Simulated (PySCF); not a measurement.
SMILES [Br][Mg][I], singlet at its CAM-B3LYP/def2-SVP optimised geometry (Å):

```
3

Mg    -0.1024    -0.0005     0.0000
Br    -2.4332     0.0005    -0.0010
I      2.4332    -0.0005     0.0000
```

Level of theory: CAM-B3LYP/def2-TZVP, def2 effective core potentials past Kr run with PySCF. The core electrons that the potentials of I replace are not part of the density. Cells within 0.4 Å of a nucleus heavier than hydrogen are left out (blank, or x).

Map of the deformation density (molecule minus spherical neutral atoms) (e/bohr³) on the plane z = 0.0 Å:

```
|4444444444444444444444444444444|
|4444444444444444444444444444444|
|4444444444444444444444444444444|
|4444444444444444444444444444444|
|4444444444444444444444444444444|
|4444444444444444444444444444444|
|4444444444444444444444444444444|
|4444444444444444444444444444444|
|4444444444444444444444444444444|
|4444444444444433344444444444444|
|4444444555444333344455554444444|
|4444445555544322334555555444444|
|4444456666654322245665666544444|
|4444469877775333346775557754444|
|4443485x579854xx4578753x0764344|
|444358xxx69853xx357874xxx564344|
|4443485x579854xx4578753x0764344|
|4444469877775333346775557754444|
|4444456666654322245665666544444|
|4444445555544322334555555444444|
|4444444555444333344455554444444|
|4444444444444433344444444444444|
|4444444444444444444444444444444|
|4444444444444444444444444444444|
|4444444444444444444444444444444|
|4444444444444444444444444444444|
|4444444444444444444444444444444|
|4444444444444444444444444444444|
|4444444444444444444444444444444|
|4444444444444444444444444444444|
|4444444444444444444444444444444|
```
Scale: ten equal steps from -0.016 (start of '0') to 0.018 (end of '9'), in the order '0123456789'; x runs from -4.50 to 4.50, y from -4.50 (bottom) to 4.50 (top).
